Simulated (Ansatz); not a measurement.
```yaml
crystal:
  periodic: [false, false, false]
  atoms:
    - {symbol: C, position_ang: [0.259632, 1.731411, -0.254431]}
    - {symbol: N, position_ang: [0.396790, 0.377833, -0.468078]}
    - {symbol: Si, position_ang: [-0.357138, -0.895579, 0.426063]}
    - {symbol: S, position_ang: [-0.744919, -2.487277, -0.850528]}
    - {symbol: H, position_ang: [1.142433, 2.128723, 0.272573]}
    - {symbol: H, position_ang: [0.096929, 2.357472, -1.177880]}
    - {symbol: H, position_ang: [-0.594999, 1.907042, 0.454349]}
    - {symbol: H, position_ang: [1.082448, 0.060801, -1.172788]}
    - {symbol: H, position_ang: [-1.542123, -0.324142, 1.149547]}
    - {symbol: H, position_ang: [0.499412, -1.473953, 1.544103]}
    - {symbol: H, position_ang: [-0.314447, -3.412378, -0.026711]}
basis:
  gaussian: {orbitals: def2-SVPD}
hamiltonian: {xc: {name: HF}}
correlation: {method: mp2, frozen_orbitals: {C: 0}}
output: {forces: true}
```

```sh
$ ansatz run in.yaml --threads 4 --pin off --events-out ev --progress --plain --max-ram 10444MiB
```

Problem. How does Ansatz answer? (Best estimate.)

Solution. The calculation gave: The program refused the input.
```
Functional definition: HF
Error: "frozen_orbitals" has no count for N
```
